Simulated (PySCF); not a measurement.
Ne⁺ (neon, charge +1) across methods

[He] 2s2 2p5, 2P determinant. Calculation: PySCF 2.14, in aug-cc-pwCVQZ (9s8p6d4f2g, 109 functions); no relativity, point nucleus.

```
   method  E (hartree)  mean ε 2s β (eV)  mean ε 2p α (eV)  mean ε 2p β (eV)  Σ⟨r²⟩ (bohr²)   ⟨S²⟩
      PBE    -128.0672           -54.088           -33.224           -31.251          6.937  0.751
      LDA    -127.4147           -53.968           -33.380           -31.250          6.963  0.751
CAM-B3LYP    -128.1563           -59.354           -37.928           -35.846          6.923  0.751
      UHF   -127.82123           -68.259           -44.937           -42.100          6.771  0.753
  r2SCAN0    -128.1366           -58.814           -37.080           -34.794          6.820  0.752
   r2SCAN    -128.1418           -55.406           -34.199           -32.038          6.849  0.752
    TPSSh    -128.1815           -56.302           -34.717           -32.717          6.877  0.751
     PBE0    -128.0802           -57.944           -36.376           -34.229          6.874  0.751
```
